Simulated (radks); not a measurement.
Question: Species: K2+. Configuration: [Ne] 3s2 3p(up 2.75, down 2.25) (fractional occupations, a model configuration). Calculated with a radial shooting solver on a logarithmic mesh with Libxc functionals: non-relativistic Kohn-Sham, r2SCAN, spin-polarised, spherical densities, point nucleus; meta-GGA in the generalised Kohn-Sham scheme. Some entries of the table are withheld. Estimate them.

| orbital | occ. | eigenvalue (Ry) | <r> (bohr) | <1/r> (bohr^-1) |
|---|---|---|---|---|
| 1s up | 1 | -260.5926 | 0.08156 | 18.54 |
| 1s down | 1 | -260.5789 | 0.08156 | 18.54 |
| 2s up | 1 | -27.92386 | 0.3884 | 3.784 |
| 2s down | 1 | -27.91796 | 0.3884 | 3.784 |
| 2p up | 3 | -22.58078 | (1) | 3.694 |
| 2p down | 3 | -22.56685 | (2) | 3.693 |
| 3s up | 1 | -4.24249 | 1.241 | 1.115 |
| 3s down | 1 | -4.18005 | 1.245 | 1.113 |
| 3p up | 2.75 | -2.94929 | 1.352 | 1.001 |
| 3p down | 2.25 | -2.89019 | 1.358 | 0.9979 |

Answer: 
(1) 2p up <r> (bohr): 0.3506
(2) 2p down <r> (bohr): 0.3506
